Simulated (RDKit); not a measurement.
Input for RDKit: MMFF94 on CH6OSi (SMILES C[SiH2]O), a point of a torsion scan.

```python
from rdkit import Chem
from rdkit.Chem import AllChem, rdDetermineBonds

blocks = [
'''9

C    -1.16148836    0.31124638    0.05500339
Si    0.52430716   -0.49982790   -0.21298036
O     1.60445169    0.65618121    0.17615435
H    -1.96474955   -0.35713729   -0.23881951
H    -1.25676832    1.22164439   -0.52929348
H    -1.31232545    0.57419001    1.09793155
H     0.70109877   -1.66495013    0.66130337
H     0.72175239   -0.90619551   -1.60748931
H     2.50704397    0.45062058    0.39874639
''',
]
mol = None
for b in blocks:
    f = Chem.MolFromXYZBlock(b)
    rdDetermineBonds.DetermineBonds(f, charge=0)
    mol = f if mol is None else Chem.CombineMols(mol, f)
Chem.SanitizeMol(mol)
print(Chem.MolToSmiles(Chem.RemoveHs(mol)))
ff = AllChem.MMFFGetMoleculeForceField(mol, AllChem.MMFFGetMoleculeProperties(mol), nonBondedThresh=100.0, ignoreInterfragInteractions=False)
e = ff.CalcEnergy()
print(f'MMFF94 energy {e:.6f} kcal/mol')
```

The log:

```
C[SiH2]O
MMFF94 energy -11.795920 kcal/mol
```

The run finished.

Cost: roughly 0.05 core-seconds.
